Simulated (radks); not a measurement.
Coulomb parameter of the 5d shell of the mercury ion Hg3+ in the model configuration [Xe] 4f14 5d8 6s1, as a second difference U = [E(n + 0.5) + E(n - 0.5) - 2 E(n)] / (0.5)^2 with all orbitals relaxed. "Bare": the charge of the atom changes with n. "Screened": the 6s shell takes up the change at fixed total charge, which measures U(5d,5d) + U(6s,6s) - 2 U(5d,6s). All-electron calculation, scalar-relativistic Kohn-Sham, r2SCAN, spin-unpolarised, spherical densities, finite nucleus; meta-GGA in the generalised Kohn-Sham scheme; Fermi nuclear charge, rms radius 5.4648 fm. Program: a radial shooting solver on a logarithmic mesh with Libxc functionals.

case,configuration,E - E(n) (eV)
start,[Xe] 4f14 5d8 6s1,0.000
bare +0.5,[Xe] 4f14 5d8.5 6s1,-21.193
bare -0.5,[Xe] 4f14 5d7.5 6s1,24.811
screened +0.5,[Xe] 4f14 5d8.5 6s0.5,-5.098
screened -0.5,[Xe] 4f14 5d7.5 6s1.5,5.404

U(bare) = 14.472 eV, U(screened by 6s) = 1.222 eV, against the Slater integral F0(5d,5d) = 18.128 eV with frozen orbitals.
